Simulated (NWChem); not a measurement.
System: C$_{2}$H$_{9}$NSi; SMILES CN(C)[SiH3]

```xyz
13

C     -0.0296     1.1437     1.2104
N      0.1353     0.3793     0.0000
C     -0.0296     1.1437    -1.2104
Si    -0.0076    -1.3508     0.0000
H      0.6688     2.0015     1.2304
H     -1.0536     1.5541     1.3317
H      0.1866     0.5250     2.0949
H      0.6688     2.0015    -1.2304
H      0.1866     0.5250    -2.0949
H     -1.0536     1.5541    -1.3317
H     -1.4131    -1.8894     0.0000
H      0.6619    -1.8702    -1.2312
H      0.6619    -1.8702     1.2312
```
Atoms are numbered in this order, from 1.

All runs: NWChem. The geometry was optimised at PBE0/def2-SVP.

Q: Predict the results for TPSSh/def2-TZVP. Quantities: highest occupied level (eV); orbital gap (eV); dipole (D).

A: 
```yaml
highest occupied level (eV): -5.67
orbital gap (eV): 5.95
dipole (D): 0.97
```
